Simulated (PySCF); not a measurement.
Ga(Me)2(NH2) (C2H8GaN), SMILES [CH3][Ga]([CH3])[NH2].

The structure is a stationary point at TPSSh-D3(BJ)/def2-SVP. The isomer is the one that the SMILES or the coordinates give; other isomers of the formula were not compared. The values are those of a single conformer.

Computed with PySCF with PBE/def2-TZVP.

Symmetry labels are those of the subgroup C2v that the program uses (full group C2v).

Computed valence orbital energies around the gap with their symmetry:
```csv
orbital,symmetry,energy (eV)
HOMO−7,A1,-10.49
HOMO−6,A1,-9.45
HOMO−5,B2,-9.42
HOMO−4,B1,-9.22
HOMO−3,A2,-9.20
HOMO−2,A1,-7.38
HOMO−1,B1,-6.34
HOMO,B2,-5.63
LUMO,B2,-0.60
LUMO+1,A1,-0.27
LUMO+2,A1,0.81
LUMO+3,B1,1.11
```
